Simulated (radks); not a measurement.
The numbers below are computed, except where a source is named.
The platinum ion Pt23+, configuration [Kr] 4d10 4f9.

Code: a radial shooting solver on a logarithmic mesh with Libxc functionals. Model: scalar-relativistic Kohn-Sham, PBEsol, spin-polarised, spherical densities, finite nucleus; open shells are filled with parallel spins first (spin-orbit coupling, left out, can overturn this in heavy ions); Fermi nuclear charge, rms radius 5.427 fm.

Energy parts (eV):
part                       energy
total                  -494727.13
kinetic                 552065.68
electron-nucleus      -1192478.97
Hartree                 154503.17
exchange-correlation     -8817.01

Orbitals (lengths in bohr, moments of r in powers of bohr; r(90%) holds 90 % of the orbital's charge):
orbital	occ.	eigenvalue (eV)	r(90%)	<r^4>
1s up	1	-79032.13	0.0313	4.524e-07
1s down	1	-79032.15	0.0313	4.524e-07
2s up	1	-14428.73	0.112	0.00006664
2s down	1	-14428.53	0.112	0.00006663
2p up	3	-12598.39	0.106	0.00005366
2p down	3	-12598.24	0.106	0.00005365
3s up	1	-3891.661	0.274	0.002406
3s down	1	-3886.876	0.274	0.002398
3p up	3	-3358.100	0.281	0.002624
3p down	3	-3353.257	0.281	0.002615
3d up	5	-2778.686	0.264	0.002013
3d down	5	-2774.963	0.263	0.002002
4s up	1	-1322.320	0.580	0.04926
4s down	1	-1314.729	0.581	0.04945
4p up	3	-1142.164	0.617	0.06262
4p down	3	-1134.888	0.618	0.06295
4d up	5	-924.6071	0.654	0.07723
4d down	5	-917.4459	0.655	0.07790
4f up	7	-684.5483	0.681	0.08861
4f down	2	-676.8296	0.685	0.09052

The highest occupied level is 4f down at -676.83 eV. Spin moment in Bohr magnetons: 5.
